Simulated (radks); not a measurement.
The numbers below are computed, except where a source is named.
Q: The lead ion Pb4+, [Xe] 4f14 5d10. Level of theory: non-relativistic Kohn-Sham, exchange-only PBE, spin-polarised, spherical densities, point nucleus (a radial shooting solver on a logarithmic mesh with Libxc functionals). Every spin shell is full or empty, so the densities are truly spherical. Functionals are evaluated on that one density, not self-consistently. Rank these exchange functionals by their error against the exact value of the orbitals, and give that value: LDA, B88, PBE, PBEsol, revPBE, RPBE, PW91, AM05, SOGGA, B86b, G96, TPSS, Tao-Mo, TASK, MVS.

A: Exact: -358.128 hartree. From best to worst, with 100 (|E| - |E exact|)/|E exact| (equal figures are ties): PW91 +0.01, B86b -0.03, B88 +0.04, MVS +0.07, RPBE -0.25, revPBE -0.28, PBE -0.37, G96 +0.44, TPSS -0.46, Tao-Mo -0.86, TASK -1.80, PBEsol -1.81, SOGGA -1.82, AM05 -3.59, LDA -3.79.
